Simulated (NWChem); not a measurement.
System: CH3BeBrO; SMILES [Br][Be][O]C

Here is an NWChem input.

```
start job
memory heap 200 mb stack 900 mb global 1100 mb
geometry units angstroms noautoz
  Be     0.003905    -0.530394    -0.000403
  Br     0.001919     1.439713    -0.000606
  O      0.004278    -1.923894     0.000256
  C     -0.004143    -3.308489    -0.000037
  H      0.970158    -3.715246     0.352048
  H     -0.799843    -3.704777     0.669684
  H     -0.189845    -3.708059    -1.022078
end
basis spherical
  Be library def2-svp
  Br library def2-svp
  O library def2-svp
  C library def2-svp
  H library def2-svp
end
dft
  xc hfexch
  iterations 150
  mulliken
end
task dft energy
```

Geometry: optimised at PBE-D3(BJ)/def2-SVP.

Q: Predict the main results of this run. (Hartree-Fock/def2-SVP.) Quantities: basis functions; energy (Ha); highest occupied level (eV); orbital gap (eV); dipole (D).

A: The number of basis functions is 84 and the energy (Ha) is -2701.24. The highest occupied level (eV) is -11.28 and the orbital gap (eV) is 13.64. The dipole (D) is 2.51.
